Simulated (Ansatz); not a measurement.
`CC#C[S][GeH3]`, relaxed with RKS PBE0-D4/def2-TZVP in the Gaussian-basis code of Ansatz from a PBE-D4/def2-SVP geometry. The force threshold is 0.005 eV/Å; the program also tests the step.

Total charge 0; spin multiplicity 1.

Start:

```xyz
11

C     0.495   -1.291    2.188
C     0.733   -0.630    0.914
C     0.929   -0.069   -0.164
S     1.270    0.688   -1.642
Ge   -0.850    1.327   -2.145
H     1.064   -0.812    3.013
H    -0.580   -1.248    2.462
H     0.784   -2.363    2.158
H    -1.739    0.064   -2.248
H    -1.362    2.273   -1.030
H    -0.744    2.060   -3.506
```

| step | energy (eV) | largest force (eV/Å) | largest move (Å) |
| --- | --- | --- | --- |
| 1 | -70547.8106 | 1.865 | 0.000 |
| 2 | -70547.8681 | 0.175 | 0.045 |
| 3 | -70547.8705 | 0.101 | 0.008 |
| 4 | -70547.8706 | 0.023 | 0.004 |
| 5 (rejected) | -70547.8705 | 0.139 | 0.005 |
| 6 | -70547.8707 | 0.016 | 0.003 |
| 7 | -70547.8707 | 0.003 | 0.002 |

End:

```xyz
11

C     0.484   -1.276    2.165
C     0.720   -0.617    0.897
C     0.919   -0.069   -0.160
S     1.257    0.681   -1.626
Ge   -0.836    1.308   -2.114
H     1.050   -0.799    2.970
H    -0.575   -1.231    2.431
H     0.774   -2.329    2.124
H    -1.715    0.056   -2.215
H    -1.341    2.243   -1.009
H    -0.736    2.034   -3.463
```

Hardware: 4 threads of an Arm Neoverse V2 on a shared host. Wall time 27 s, peak host memory 0.66 GiB.
